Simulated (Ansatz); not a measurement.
Cl₃Y, charge +1, doublet, at a GFN2-xTB geometry (such geometries of metal compounds can be far from the true shape) (the multiplicity is a formal guess) (core potentials on Y), atoms displaced at random by about 0.05 Å a coordinate; B3LYP/def2-SVP (Ansatz, a first-principles code).

Here is a job for Ansatz.
Ansatz 0.2 input:
```yaml
crystal:
  periodic: [false, false, false]
  atoms:
    - {symbol: Y, position_ang: [0.33706407, 0.69521007, 0.40293755]}
    - {symbol: Cl, position_ang: [1.64882184, -0.94070649, -0.91546901]}
    - {symbol: Cl, position_ang: [-0.93745522, -1.27943508, 1.39364531]}
    - {symbol: Cl, position_ang: [-1.41388868, 0.53991943, -1.36323320]}
basis:
  gaussian:
    orbitals: def2-SVP
hamiltonian:
  xc: b3lyp
total_charge: 1
magnetization: {spin_polarized: true, initial_magnetization: 1}
relax: {f_tol: 0.05}
```

Output, abridged:

```
Functional definition: B3LYP
843 factors; integrals over basis functions are off by at most 9.7e-5 eV
mean field evaluation 1: about -38592.2672 eV, gradient 2.7e1 eV
mean field evaluation 2: about -38529.3376 eV, gradient 1.1e2 eV
mean field evaluation 4: about -38593.0842 eV, gradient 2.2e1 eV
mean field evaluation 8: about -38596.8933 eV, gradient 5.3e-1 eV
mean field evaluation 16: about -38596.9031 eV, gradient 1.4e-2 eV
mean field evaluation 32: about -38596.9031 eV, gradient 9.5e-5 eV
mean field evaluation 64: about -38596.7955 eV, gradient 2.4e-6 eV
mean field -38596.90314119 eV, -1418.4100285180 hartree, gradient 1.1e-5 eV, S^2 0.758916; 8 other end points of the search recorded, 0 dependent functions left out
the calculation of the forces begins
reference -38596.90342683 eV, -1418.4100390151 hartree; 31, 30 occupied and 54, 55 virtual orbitals, 843 factors
relax step   1: F+E_penalty+E_count = -38596.90314119 eV  Δ(F+E_penalty+E_count) = +0.000e0 eV  max|allowed force component| = 1.632e0 eV/Å  Δτ_max = 0.0000 Å  (220 SCF iters, accepted)
these checks for a lower state are left out or cut short: starts, cluster_reference, orbital_swaps, neighbouring_geometries, increment
843 factors; integrals over basis functions are off by at most 1.1e-4 eV
mean field -38597.14567284 eV, -1418.4189413920 hartree, gradient 1.1e-5 eV, S^2 0.757674; 1 other end points of the search recorded, 0 dependent functions left out
the calculation of the forces begins
reference -38597.14596279 eV, -1418.4189520474 hartree; 31, 30 occupied and 54, 55 virtual orbitals, 843 factors
relax step   2: F+E_penalty+E_count = -38597.14567284 eV  Δ(F+E_penalty+E_count) = -2.425e-1 eV  max|allowed force component| = 4.255e-1 eV/Å  Δτ_max = 0.1945 Å  (71 SCF iters, accepted)
these checks for a lower state are left out or cut short: starts, cluster_reference, orbital_swaps, neighbouring_geometries, increment
843 factors; integrals over basis functions are off by at most 9.6e-5 eV
mean field -38597.27827193 eV, -1418.4238143187 hartree, gradient 2.5e-5 eV, S^2 0.757131; 0 other end points of the search recorded, 0 dependent functions left out
the calculation of the forces begins
reference -38597.27856312 eV, -1418.4238250197 hartree; 31, 30 occupied and 54, 55 virtual orbitals, 843 factors
relax step   3: F+E_penalty+E_count = -38597.27827193 eV  Δ(F+E_penalty+E_count) = -1.326e-1 eV  max|allowed force component| = 6.476e-1 eV/Å  Δτ_max = 0.1954 Å  (54 SCF iters, accepted)
these checks for a lower state are left out or cut short: starts, cluster_reference, orbital_swaps, neighbouring_geometries, increment
843 factors; integrals over basis functions are off by at most 1.0e-4 eV
mean field evaluation 96: about -38597.4225 eV, gradient 7.7e-2 eV
mean field -38597.42280897 eV, -1418.4291259570 hartree, gradient 1.9e-5 eV, S^2 0.756142; 0 other end points of the search recorded, 0 dependent functions left out
the calculation of the forces begins
reference -38597.42309797 eV, -1418.4291365774 hartree; 31, 30 occupied and 54, 55 virtual orbitals, 843 factors
relax step   4: F+E_penalty+E_count = -38597.42280897 eV  Δ(F+E_penalty+E_count) = -1.445e-1 eV  max|allowed force component| = 3.126e-1 eV/Å  Δτ_max = 0.1954 Å  (42 SCF iters, accepted)
these checks for a lower state are left out or cut short: starts, cluster_reference, orbital_swaps, neighbouring_geometries, increment
845 factors; integrals over basis functions are off by at most 1.1e-4 eV
mean field -38597.43432725 eV, -1418.4295492459 hartree, gradient 2.3e-5 eV, S^2 0.754634; 0 other end points of the search recorded, 0 dependent functions left out
the calculation of the forces begins
reference -38597.43461180 eV, -1418.4295597029 hartree; 31, 30 occupied and 54, 55 virtual orbitals, 845 factors
relax step   5: F+E_penalty+E_count = -38597.43432725 eV  Δ(F+E_penalty+E_count) = -1.152e-2 eV  max|allowed force component| = 2.933e-1 eV/Å  Δτ_max = 0.1950 Å  (34 SCF iters, accepted)
these checks for a lower state are left out or cut short: starts, cluster_reference, orbital_swaps, neighbouring_geometries, increment
845 factors; integrals over basis functions are off by at most 1.1e-4 eV
mean field -38597.47025712 eV, -1418.4308696440 hartree, gradient 1.9e-5 eV, S^2 0.755244; 0 other end points of the search recorded, 0 dependent functions left out
the calculation of the forces begins
reference -38597.47054379 eV, -1418.4308801790 hartree; 31, 30 occupied and 54, 55 virtual orbitals, 845 factors
relax step   6: F+E_penalty+E_count = -38597.47025712 eV  Δ(F+E_penalty+E_count) = -3.593e-2 eV  max|allowed force component| = 7.448e-2 eV/Å  Δτ_max = 0.0870 Å  (35 SCF iters, accepted)
these checks for a lower state are left out or cut short: starts, cluster_reference, orbital_swaps, neighbouring_geometries, increment
845 factors; integrals over basis functions are off by at most 1.1e-4 eV
mean field -38597.47048963 eV, -1418.4308781889 hartree, gradient 1.7e-5 eV, S^2 0.755219; 0 other end points of the search recorded, 0 dependent functions left out
the calculation of the forces begins
reference -38597.47077623 eV, -1418.4308887210 hartree; 31, 30 occupied and 54, 55 virtual orbitals, 845 factors
relax step   7: F+E_penalty+E_count = -38597.47048963 eV  Δ(F+E_penalty+E_count) = -2.325e-4 eV  max|allowed force component| = 1.443e-2 eV/Å  Δτ_max = 0.0033 Å  (31 SCF iters, accepted)
845 factors; integrals over basis functions are off by at most 1.1e-4 eV
mean field evaluation 128: about -38597.4681 eV, gradient 5.2e-1 eV
mean field -38597.47048963 eV, -1418.4308781889 hartree, gradient 1.7e-5 eV, S^2 0.755219; 3 other end points of the search recorded, 0 dependent functions left out
the calculation of the forces begins
reference -38597.47077623 eV, -1418.4308887210 hartree; 31, 30 occupied and 54, 55 virtual orbitals, 845 factors
Total energy: -38597.47077623 eV, -1418.4308887210 hartree
Atom 0 at     0.491064     0.354193     0.166598 Å, force     0.014432    -0.000020    -0.005458 eV/Å
Atom 1 at     2.206535    -0.849420    -0.941099 Å, force    -0.013595     0.005759     0.005125 eV/Å
Atom 2 at    -1.316414    -1.007735     1.299300 Å, force    -0.003787    -0.001668    -0.001719 eV/Å
Atom 3 at    -1.746644     0.517950    -1.006919 Å, force     0.002950    -0.004071     0.002052 eV/Å
Dipole moment:     0.321203     1.007512     0.602808 e Å
```
